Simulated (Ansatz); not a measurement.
**A barrier at the coupled-cluster level**

Start structure (Si2H6Cl2O2, singlet), relaxed at PBE0-D4/def2-TZVP:

```
12
angstrom
Si -0.9934 -0.3161 -0.7484
Si 0.3454 -1.2993 0.8889
Cl -1.0447 -1.4871 -2.4371
Cl -2.9343 -0.1697 -0.0849
O -0.4770 1.1828 -1.1831
H 1.5256 2.0308 1.3329
O 1.6978 1.4274 0.6069
H 1.7397 -1.4530 0.4199
H -0.2698 -2.6461 1.0559
H 0.2347 -0.5669 2.1713
H -0.9161 1.6071 -1.9249
H 1.0921 1.6902 -0.0974
```

The step: Si₂H₄Cl₂O ([OH][Si]([SiH3])([Cl])[Cl]) + H₂O → SiH₂Cl₂O₂ ([OH][Si]([OH])([Cl])[Cl]) + SiH₄; bonds formed: Si1–O7, Si2–H6; bonds broken: Si1–Si2, H6–O7. Ansatz 0.2.0; basis: def2-TZVPP and def2-QZVPP; cores frozen in the correlated methods. Extrapolation: Hartree–Fock as exp(−7.88 √X), correlation as X^−2.97. Energies below are by CCSD(T) at an estimated basis limit (MP2 extrapolated from triple and quadruple zeta, plus CCSD(T) − MP2 in triple zeta).

(1) What are the electronic barrier and the energy of the step, from the start structure to the end structure? (Judge from chemistry; the value comes from the calculation.)

T1 diagnostic: at most 0.013.

Answers

(1) Computed: Barrier 190.0 kJ/mol; step energy -94.8 kJ/mol (downhill); reverse barrier, their difference, 284.8 kJ/mol. Barrier and step energy count from the start structure, the reverse barrier from the end structure.

The saddle point: One imaginary mode of 1294i cm⁻¹.
| pair | start (Å) | saddle (Å) | end (Å) |
| --- | --- | --- | --- |
| Si1–O7 | 3.48 | 1.81 | 1.61 |
| Si2–H6 | 3.56 | 1.81 | 1.48 |
| Si1–Si2 | 2.33 | 2.68 | 4.40 |
| H6–O7 | 0.96 | 1.26 | 3.14 |

Zero-point energy (harmonic, PBE0-D4): ZPE is 177.8 kJ/mol at the start and 168.1 kJ/mol at the saddle, so the barrier goes from 190.0 to 180.3 kJ/mol.

Labels in which every atom is bracketed show which atoms are joined, not bond orders.

For scale, one of the runs: CCSD(T)/def2-TZVPP, 314 basis functions, launched by `ansatz run in.yaml --threads 4 --pin off --events-out ev --progress --plain --max-ram 66560MiB --backend cuda --devices 0, --max-vram 37GiB`. Hardware: 4 CPU threads of an AMD EPYC 7R13 and a share of one NVIDIA H100, shared host. Wall time 13 s; peak host memory 0.83 GiB.
